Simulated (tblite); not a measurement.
Record of a relaxation.

Compound: C2H13AlN2Si3.
Numbering: `[SiH3:1][CH2:2][AlH:3][N:4]1[SiH2:5][CH2:6][NH:7][SiH2:8]1` (hydrogens: H9, H10, H11 on Si1; H12, H13 on C2; H14 on Al3; H15, H16 on Si5; H17, H18 on C6; H19 on N7; H20, H21 on Si8)

Computed with GFN2-xTB (tblite), gas phase: L-BFGS steps from a force-field or distance-geometry start until the largest atomic force falls under 0.01 eV/Å. 7 of its 251 geometries are shown.

Step 0: E = -626.7683 eV, largest atomic force 2.087 eV/Å
```
atom  x, y, z in Å  |  force x, y, z in eV/Å
Si1    -3.631    0.571   -0.089   -0.614   0.990  -0.185
C2     -2.694   -0.998    0.216    0.779  -1.075   0.671
Al3    -0.848   -0.540    0.895    0.045   1.062  -1.796
N4      0.520   -0.595   -0.439    0.648   0.423   1.787
Si5     2.014   -1.364    0.144   -0.819  -0.803  -0.874
C6      3.280   -0.063   -0.336    0.566  -0.679  -0.009
N7      2.699    1.190    0.096   -1.442   0.650   0.502
Si8     1.089    1.093   -0.670    0.005   0.164   0.397
H9     -2.868    1.456   -0.991   -0.117  -0.136   0.023
H10    -4.975    0.283   -0.662    0.301   0.031   0.057
H11    -3.885    1.334    1.141    0.028  -0.076   0.015
H12    -2.642   -1.554   -0.746   -0.079  -0.063   0.675
H13    -3.201   -1.587    1.019    0.015   0.064  -0.762
H14    -0.776    0.702    1.911    0.143  -0.695   0.137
H15     2.251   -2.530   -0.698   -0.074  -0.270   0.036
H16     2.049   -1.632    1.579    0.024  -0.086   0.364
H17     4.277   -0.260    0.102   -0.237   0.451  -0.417
H18     3.312   -0.034   -1.449    0.472   0.028   0.797
H19     2.622    1.251    1.145    0.271  -0.114  -1.397
H20     0.113    1.993   -0.070    0.059   0.165  -0.009
H21     1.286    1.301   -2.099    0.025  -0.029  -0.012
```

Step 42: E = -627.9810 eV, largest atomic force 0.232 eV/Å
```
atom  x, y, z in Å  |  force x, y, z in eV/Å
Si1    -3.748    0.580   -0.156    0.093   0.024   0.071
C2     -2.761   -1.012    0.167    0.120  -0.043  -0.040
Al3    -1.009   -0.495    0.981    0.013  -0.003  -0.003
N4      0.638   -0.312    0.233   -0.090   0.036  -0.083
Si5     2.014   -1.372    0.117   -0.190  -0.064   0.006
C6      3.416   -0.102   -0.150    0.001   0.005   0.082
N7      2.785    1.183   -0.357   -0.165  -0.118   0.113
Si8     1.093    1.191   -0.574   -0.047   0.001  -0.016
H9     -3.031    1.480   -1.065    0.044  -0.022  -0.126
H10    -5.065    0.272   -0.723   -0.062   0.007  -0.014
H11    -3.914    1.333    1.088   -0.087   0.002   0.113
H12    -2.728   -1.590   -0.765    0.081   0.008   0.000
H13    -3.318   -1.630    0.884    0.007   0.077  -0.002
H14    -1.090   -0.087    2.479    0.078  -0.014  -0.063
H15     1.945   -2.257   -1.056   -0.017  -0.016  -0.009
H16     2.083   -2.146    1.361    0.085   0.002  -0.010
H17     4.069   -0.070    0.723    0.144   0.042   0.047
H18     4.040   -0.335   -1.019    0.061  -0.129   0.036
H19     3.363    1.981   -0.181    0.069   0.133  -0.081
H20     0.434    2.351    0.011   -0.055   0.049   0.125
H21     0.776    1.055   -1.999   -0.083   0.024  -0.146
```

Step 83: E = -628.0691 eV, largest atomic force 0.070 eV/Å
```
atom  x, y, z in Å  |  force x, y, z in eV/Å
Si1    -3.702    0.619   -0.190   -0.010   0.011  -0.005
C2     -2.700   -0.957    0.158   -0.037   0.010  -0.006
Al3    -0.971   -0.550    1.044    0.044   0.002   0.005
N4      0.612   -0.304    0.207   -0.003  -0.019  -0.007
Si5     1.979   -1.374    0.160   -0.013  -0.011   0.030
C6      3.382   -0.101   -0.072   -0.018   0.018   0.006
N7      2.736    1.117   -0.514   -0.049  -0.009  -0.027
Si8     1.034    1.222   -0.561   -0.048  -0.029   0.042
H9     -2.982    1.486   -1.132   -0.008   0.011  -0.004
H10    -5.010    0.269   -0.768    0.010   0.027  -0.008
H11    -3.948    1.368    1.051    0.013  -0.020  -0.015
H12    -2.571   -1.495   -0.790    0.008  -0.013  -0.009
H13    -3.308   -1.603    0.801   -0.007  -0.023   0.014
H14    -0.930   -0.370    2.579    0.020  -0.002   0.007
H15     1.903   -2.259   -1.012    0.014  -0.029  -0.005
H16     2.098   -2.148    1.402   -0.007   0.017  -0.017
H17     3.930    0.076    0.860    0.022  -0.004  -0.013
H18     4.115   -0.429   -0.816    0.003   0.002   0.007
H19     3.350    1.885   -0.717    0.046   0.030   0.003
H20     0.452    2.301    0.249    0.011   0.033  -0.001
H21     0.523    1.266   -1.941    0.007  -0.003   0.002
```

Step 125: E = -628.0932 eV, largest atomic force 0.044 eV/Å
```
atom  x, y, z in Å  |  force x, y, z in eV/Å
Si1    -3.490    0.750   -0.288    0.006  -0.010  -0.010
C2     -2.751   -0.953    0.133    0.005  -0.001   0.018
Al3    -0.988   -0.843    1.052   -0.007  -0.004  -0.012
N4      0.584   -0.385    0.281    0.009  -0.018   0.011
Si5     2.043   -1.331    0.352    0.000  -0.012   0.031
C6      3.315   -0.023   -0.205   -0.005   0.017  -0.012
N7      2.552    1.089   -0.733    0.011   0.021  -0.009
Si8     0.872    1.190   -0.447   -0.014  -0.010  -0.041
H9     -2.545    1.557   -1.069   -0.013   0.011   0.000
H10    -4.724    0.585   -1.076    0.001   0.008   0.013
H11    -3.839    1.480    0.940    0.017  -0.032  -0.010
H12    -2.692   -1.531   -0.799    0.035   0.015  -0.006
H13    -3.457   -1.492    0.776   -0.011   0.027   0.015
H14    -0.867   -1.116    2.571   -0.006  -0.019  -0.010
H15     1.982   -2.458   -0.596   -0.016   0.024   0.003
H16     2.344   -1.823    1.704   -0.022   0.015  -0.029
H17     3.944    0.299    0.633    0.023   0.009   0.003
H18     3.990   -0.405   -0.977   -0.008  -0.002   0.010
H19     3.103    1.875   -1.039   -0.014  -0.034   0.019
H20     0.438    2.216    0.519   -0.002   0.002  -0.021
H21     0.175    1.336   -1.733    0.011  -0.008   0.037
```

Step 167: E = -628.1090 eV, largest atomic force 0.029 eV/Å
```
atom  x, y, z in Å  |  force x, y, z in eV/Å
Si1    -3.387    0.839   -0.256    0.012   0.010  -0.006
C2     -2.755   -0.920    0.110   -0.015   0.011  -0.010
Al3    -0.990   -1.014    1.017    0.002  -0.004  -0.015
N4      0.557   -0.394    0.314    0.004   0.005  -0.013
Si5     2.051   -1.271    0.483   -0.009   0.003   0.011
C6      3.272    0.014   -0.224    0.003   0.018  -0.010
N7      2.505    1.217   -0.475    0.008   0.024  -0.008
Si8     0.800    1.133   -0.522    0.009   0.006   0.013
H9     -2.423    1.606   -1.052   -0.019  -0.001   0.004
H10    -4.657    0.781   -1.000   -0.001  -0.014   0.004
H11    -3.651    1.546    1.006    0.012  -0.010   0.008
H12    -2.708   -1.464   -0.843   -0.019   0.008  -0.007
H13    -3.504   -1.441    0.720   -0.002   0.002   0.003
H14    -0.812   -1.671    2.404    0.009   0.000   0.007
H15     2.026   -2.485   -0.352    0.007   0.001   0.006
H16     2.367   -1.608    1.877   -0.005   0.003   0.001
H17     4.088    0.237    0.470    0.004   0.005   0.004
H18     3.738   -0.348   -1.147    0.014  -0.024  -0.001
H19     3.026    1.968   -0.897   -0.013  -0.025   0.008
H20     0.225    2.247    0.241   -0.004  -0.013   0.007
H21     0.224    1.045   -1.875    0.005  -0.006  -0.005
```

Step 208: E = -628.1260 eV, largest atomic force 0.024 eV/Å
```
atom  x, y, z in Å  |  force x, y, z in eV/Å
Si1    -3.397    0.935   -0.131    0.006   0.009   0.010
C2     -2.798   -0.867   -0.002   -0.013  -0.001  -0.006
Al3    -0.987   -1.210    0.743    0.018  -0.003   0.007
N4      0.575   -0.447    0.243   -0.014   0.007   0.001
Si5     2.093   -1.178    0.682   -0.009   0.012  -0.006
C6      3.296    0.054   -0.144   -0.004   0.001  -0.005
N7      2.499    1.181   -0.580   -0.003   0.007  -0.005
Si8     0.797    1.057   -0.640   -0.008  -0.009  -0.015
H9     -2.622    1.692   -1.119    0.008   0.002   0.015
H10    -4.808    0.953   -0.556    0.000  -0.001   0.004
H11    -3.323    1.589    1.185    0.015  -0.009  -0.017
H12    -2.904   -1.320   -0.997    0.012  -0.013  -0.006
H13    -3.494   -1.418    0.647   -0.007  -0.002   0.005
H14    -0.788   -2.245    1.877    0.001   0.010  -0.011
H15     2.225   -2.519    0.087    0.003   0.012   0.010
H16     2.307   -1.218    2.136    0.002  -0.006  -0.006
H17     4.071    0.399    0.547   -0.001  -0.008   0.003
H18     3.816   -0.405   -0.993    0.004  -0.011   0.009
H19     3.012    1.896   -1.071   -0.007  -0.010   0.006
H20     0.186    2.182    0.077   -0.007   0.008   0.011
H21     0.235    0.904   -1.992    0.006   0.001  -0.003
```

Step 250: E = -628.1304 eV, largest atomic force 0.009 eV/Å
```
atom  x, y, z in Å  |  force x, y, z in eV/Å
Si1    -3.315    0.937   -0.060    0.002  -0.002   0.004
C2     -2.818   -0.901   -0.053   -0.003   0.000  -0.002
Al3    -0.996   -1.286    0.637   -0.001   0.002   0.003
N4      0.539   -0.433    0.206   -0.003  -0.001   0.000
Si5     2.045   -1.113    0.753    0.005  -0.006   0.000
C6      3.268    0.076   -0.104   -0.004   0.003  -0.001
N7      2.479    1.164   -0.640   -0.001   0.004  -0.001
Si8     0.777    1.048   -0.709    0.000  -0.002  -0.003
H9     -2.589    1.688   -1.089   -0.002   0.002   0.003
H10    -4.756    1.063   -0.340   -0.001  -0.003  -0.002
H11    -3.067    1.526    1.265    0.002   0.005   0.001
H12    -2.963   -1.297   -1.066    0.000  -0.002  -0.003
H13    -3.521   -1.454    0.586    0.001   0.001  -0.002
H14    -0.751   -2.412    1.669   -0.001  -0.001   0.000
H15     2.229   -2.491    0.267   -0.002   0.000  -0.002
H16     2.198   -1.048    2.215    0.000   0.002   0.004
H17     4.013    0.468    0.594    0.002   0.000   0.000
H18     3.823   -0.431   -0.901    0.004   0.004   0.000
H19     3.003    1.859   -1.146   -0.004  -0.008   0.002
H20     0.159    2.189   -0.020    0.001   0.002  -0.001
H21     0.234    0.865   -2.065    0.002   0.001  -0.001
```

Task: Summarise the path.

Result: The energy falls by 31.41 kcal/mol from step 0 to step 250; nine tenths of that is first reached at step 44. It rises by more than 0.2 meV at step 159. The largest force goes from 2.087 to 0.009 eV/Å. Among the bonds Al3–N4 changes most, from 1.911 to 1.809 Å; the atoms move by 1.086 Å rms after alignment.

The cost below is that of the whole relaxation. Time: 5.5 s. Hardware: one thread, Arm Neoverse N1 (aarch64), no GPU, shared host with 64 logical CPUs at a one-minute load of 62.
